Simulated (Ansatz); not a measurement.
Abridged output of a molecular run in Ansatz:

```
Functional definition: HF
1569 factors; integrals over basis functions are off by at most 8.8e-4 eV
mean field evaluation 1: about -17434.3382 eV, gradient 4.4e1 eV
mean field evaluation 2: about -17434.6294 eV, gradient 4.5e1 eV
mean field evaluation 4: about -17438.9148 eV, gradient 5.1e0 eV
mean field evaluation 8: about -17439.0251 eV, gradient 5.5e-1 eV
mean field evaluation 16: about -17439.0273 eV, gradient 5.6e-6 eV
mean field -17439.02734184 eV, -640.8724342154 hartree, gradient 5.6e-6 eV, S^2 0.000000; 0 other end points of the search recorded, 0 dependent functions left out
10 core orbitals not correlated: weight in the atoms' cores, before any rotation towards them, 1.000 or more for the frozen orbitals, at most 0.000 for the correlated occupied ones
reference -17439.02734184 eV, -640.8724342154 hartree; 18, 18 occupied and 225, 225 virtual orbitals, 1569 factors
second order -31.58575705 eV of doubles, -0.00000000 eV of singles
cycle   1  -31.45429863 eV  change    1.3e-1 eV  update   1.3e-1
cycle   2  -32.25333664 eV  change   -8.0e-1 eV  update   4.2e-2
cycle   3  -32.46201332 eV  change   -2.1e-1 eV  update   2.2e-2
cycle   4  -32.43778191 eV  change    2.4e-2 eV  update   5.3e-3
cycle   5  -32.43438080 eV  change    3.4e-3 eV  update   2.5e-3
cycle   6  -32.43667718 eV  change   -2.3e-3 eV  update   7.8e-4
cycle   7  -32.43652715 eV  change    1.5e-4 eV  update   3.0e-4
cycle   8  -32.43627033 eV  change    2.6e-4 eV  update   9.6e-5
cycle   9  -32.43628921 eV  change   -1.9e-5 eV  update   3.8e-5
perturbative correction -1.20295851 eV, -0.0442079100 hartree
Total energy: -17472.66658957 eV, -642.1086537678 hartree
```

Its atoms:

Cartesian coordinates in Å:
```
O -1.035 -0.824 1.425
C -0.475 -0.260 0.521
Si 1.353 -0.703 0.050
C -1.215 0.830 -0.260
F -0.482 1.967 -0.206
F -1.293 0.448 -1.556
H 2.186 -0.313 1.213
H 1.386 -2.172 -0.142
H 1.793 0.006 -1.174
H -2.219 1.020 0.129
```

(1) Which basis set was used?
A. cc-pV(D+d)Z
B. def2-TZVPP
C. def2-TZVPPD
D. def2-SVPD

(2) Write the keys of the input that set method, charge and spin (a neutral closed shell needs none for the last two).

## Answers

(1) B. It gives 253 functions.

(2) 
```yaml
correlation: {method: ccsd_t}
```
